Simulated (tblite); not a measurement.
C5H10OSi3.
SMILES with atom numbers: `[CH3:1][C:2]#[C:3][Si@@H:4]1[CH:5]=[CH:6][SiH2:7][O:8][SiH2:9]1` (hydrogens: H10, H11, H12 on C1; H13 on Si4; H14 on C5; H15 on C6; H16, H17 on Si7; H18, H19 on Si9)

Computed geometry: GFN2-xTB, gas phase.

Question: Give the optimised bond lengths and angles.

Answer: 
| bond | length (bohr) |
| --- | --- |
| C1–C2 | 2.734 |
| C2≡C3 | 2.279 |
| C3–Si4 | 3.500 |
| Si4–C5 | 3.594 |
| C5=C6 | 2.521 |
| C6–Si7 | 3.563 |
| Si7–O8 | 3.066 |
| O8–Si9 | 3.094 |
| Si4–Si9 | 4.352 |
| C1–H10, C1–H11, C1–H12 | 2.060 |
| Si4–H13 | 2.801 |
| C5–H14 | 2.057 |
| C6–H15 | 2.056 |
| Si7–H16 | 2.765 |
| Si7–H17 | 2.767 |
| Si9–H18 | 2.774 |
| Si9–H19 | 2.772 |

Bonds in one row agree within 0.02 bohr and their mean is given. A selection of angles:
| angle | degrees |
| --- | --- |
| C1–C2–C3 | 179.9 |
| C2–C3–Si4 | 178.9 |
| C3–Si4–C5 | 105.7 |
| C3–Si4–Si9 | 112.6 |
| C5–Si4–Si9 | 109.9 |
| Si4–C5–C6 | 126.4 |
| C5–C6–Si7 | 128.2 |
| C6–Si7–O8 | 111.1 |
| Si7–O8–Si9 | 141.0 |
| Si4–Si9–O8 | 102.9 |

Dihedral angles: C3–Si4–C5–C6 -128° (anticlinal); Si4–C5–C6–Si7 0° (synperiplanar); C5–C6–Si7–O8 5° (synperiplanar); C6–Si7–O8–Si9 -3° (synperiplanar); Si7–O8–Si9–Si4 -3° (synperiplanar); C3–Si4–Si9–O8 124° (anticlinal).

The C–C distances run from 1.206 Å (C2≡C3, drawn triple) to 1.447 Å (C1–C2, drawn single), a spread of 0.241 Å. Si4 (SiH silicon) is distorted tetrahedral (angles from 105.7° to 116.0°). Si7 (oxygen-bound silicon) is distorted tetrahedral (angles from 105.4° to 113.5°). The C–Si distances run from 1.852 Å (C3–Si4, drawn single) to 1.902 Å (Si4–C5, drawn single), a spread of 0.050 Å. Si9 (oxygen-bound silicon) is distorted tetrahedral (angles from 102.9° to 117.8°). The 6-membered ring Si4–C5–C6–Si7–O8–Si9 has internal angles of 102.9° to 141.0° (sum 719°, against 720° for a flat polygon); it is slightly puckered (a soft mode that the optimisation may not have finished), 0.05 Å rms from its mean plane, widest ring torsion 7°.

Point group: C1 (no symmetry element, even within 0.4 Å). Its GFN2-xTB frequencies are all real (lowest 18 cm⁻¹).

Hardware: one thread of an Arm Neoverse N1, on a shared host. Cost: 1.2 s wall. These figures are those of the optimisation.
